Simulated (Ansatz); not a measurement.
Relaxation of a periodic cell of 24 atoms, H16CO7 (contents 6 H2O + 1 CH3OH, density as packed 0.94 g/cm³ with natural masses), to a largest force component of 0.3 eV/Å in at most 15 steps.

Level of theory: Ansatz 0.2.0, DFT r2SCAN-D3(BJ), scalar-relativistic, plane waves, PAW. Settings: accuracy low, cutoff 500 eV, k mesh 1x1x1, fermi-dirac smearing 0.02 eV, no spin polarisation.

```xyz
24
Lattice="6.2743 0.0000 0.0000 0.0000 6.2743 0.0000 0.0000 0.0000 6.2743" Properties=species:S:1:pos:R:3:forces:R:3
O 2.242 1.495 3.924 0.21 0.53 -0.03
H 2.538 1.989 3.146 -0.32 -0.31 0.21
H 1.584 2.075 4.334 0.32 -0.44 -0.23
O 0.337 0.500 2.003 0.60 0.61 0.29
H 0.338 1.073 1.222 0.02 -0.42 0.32
H 1.043 -0.139 1.826 -0.30 0.44 -0.05
O 2.313 4.750 6.027 -0.45 2.74 -0.79
H 2.804 5.539 5.754 -0.68 0.53 -0.05
H 1.634 4.649 5.343 0.13 0.25 0.19
O 4.749 2.224 5.995 3.40 0.65 -1.20
H 4.434 3.009 6.467 0.83 -0.29 -0.19
H 5.129 2.579 5.178 -0.05 -0.26 0.23
O 5.047 5.558 0.604 -0.84 -0.61 -1.07
H 4.096 5.628 0.774 0.33 -0.19 -0.12
H 5.138 5.804 -0.328 0.04 0.18 0.35
O 4.518 4.733 3.180 -0.46 -0.05 0.54
H 4.397 5.017 4.098 -0.13 -0.11 -0.57
H 4.047 5.403 2.663 0.40 -0.11 0.47
C 2.602 2.689 0.507 -1.03 -1.29 -0.11
O 2.792 1.279 0.496 -0.62 -0.98 0.98
H 1.525 2.852 0.483 0.05 -0.09 0.26
H 3.748 1.115 0.516 -0.43 0.48 -0.23
H 3.006 3.156 1.414 -0.05 0.07 0.11
H 3.048 3.176 -0.369 -0.98 -1.33 0.69
```

**Question.** Where does it end, and by what steps?

**Answer.** It did not converge within its limit. Limits of this set-up: coarse k mesh, low accuracy level. After 14 steps the energy has fallen by 5.151 eV; H15 moved furthest, 1.52 Å.

| step | energy less start (eV) | largest force component (eV/Å) | accepted |
| --- | --- | --- | --- |
| 0 | 0.0000 | 3.398 | yes |
| 1 | -1.5632 | 1.355 | yes |
| 2 | -2.3473 | 1.534 | yes |
| 3 | -2.8683 | 1.329 | yes |
| 4 | -3.3345 | 1.476 | yes |
| 5 | -3.6556 | 1.018 | yes |
| 6 | -3.9234 | 0.631 | yes |
| 7 | -4.1032 | 0.440 | yes |
| 8 | -4.1824 | 1.365 | yes |
| 9 | -4.3477 | 1.137 | yes |
| 10 | -4.5545 | 1.192 | yes |
| 11 | -4.7446 | 0.923 | yes |
| 12 | -4.8850 | 0.669 | yes |
| 13 | -5.0254 | 1.007 | yes |
| 14 | -5.1512 | 0.414 | yes |

```xyz
24
Lattice="6.2743 0.0000 0.0000 0.0000 6.2743 0.0000 0.0000 0.0000 6.2743" Properties=species:S:1:pos:R:3
O 2.060 1.470 3.906
H 2.577 1.616 3.084
H 1.152 1.358 3.583
O 0.413 0.506 1.277
H 0.010 1.144 0.654
H 1.377 0.589 1.134
O 2.811 5.566 5.350
H 2.572 6.388 4.851
H 2.023 5.004 5.257
O 5.179 2.337 6.048
H 5.235 3.219 6.480
H 4.982 2.575 5.121
O 4.918 4.783 0.989
H 4.225 5.174 0.429
H 5.625 5.461 1.070
O 4.488 3.823 3.733
H 3.944 4.493 4.179
H 4.613 4.154 2.828
C 2.212 3.001 0.868
O 2.880 1.832 1.312
H 1.197 2.962 1.251
H 3.723 1.801 0.815
H 2.703 3.890 1.259
H 2.191 3.006 -0.225
```

The run took 3.1 min on 1 thread of Arm Neoverse V1 (shared host), peak memory 0.54 GiB.
